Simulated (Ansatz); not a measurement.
`[OH][GaH2]` + `C[CH2][Ga]([Cl])[O]C(C)C` → `CC(C)[O][GaH][OH]` + `C[CH2][GaH][Cl]`  (redistribution)

Computed with Ansatz on PBE0-D4/def2-TZVP structures; ΔE is electronic, products minus reactants. CBS: MP2 limit from def2 TZ/QZ plus the TZ coupled-cluster correction, frozen cores. DFT in def2-TZVPP. B3LYP here is the variant with VWN-RPA as its local correlation; programs differ in this. For Ga outer-core shells are correlated without core-valence functions, which leaves a few kJ/mol of doubt a bond. Scalar relativity is left out up to krypton. One conformer a species, not always the lowest.

| level | ΔE (kJ/mol) |
| --- | --- |
| B3LYP-D4 | 7.8 |
| B2PLYP | 4.2 |
| PBE0 | 1.5 |
| B3LYP | 1.8 |
| HF/def2-TZVPP | -1.8 |
| CCSD/def2-TZVPP | 4.6 |
| HF/def2-QZVPP | -1.8 |
| HF/CBS(def2) | -1.8 |

**Question.** What does CCSD(T)/CBS give? (Best estimate.)

**Answer.** The calculation gave: +5.2 kJ/mol. The listed levels differ from it by 2.6, -1.0, -3.7, -3.4, -7.0, -0.6, -7.0, -7.0 kJ/mol.

Largest T1 diagnostic among the species: 0.015.

The D4 term adds +6.0 kJ/mol with B3LYP and +3.9 kJ/mol with PBE0; it sums over pairs of atoms, weighted by their polarisabilities, and B3LYP, whose exchange is more repulsive, gets the larger term. In def2-TZVPP, CCSD(T) changes the Hartree–Fock value by +8.1 kJ/mol (the triples alone add +1.7 kJ/mol) and MP2 by +9.0 kJ/mol.
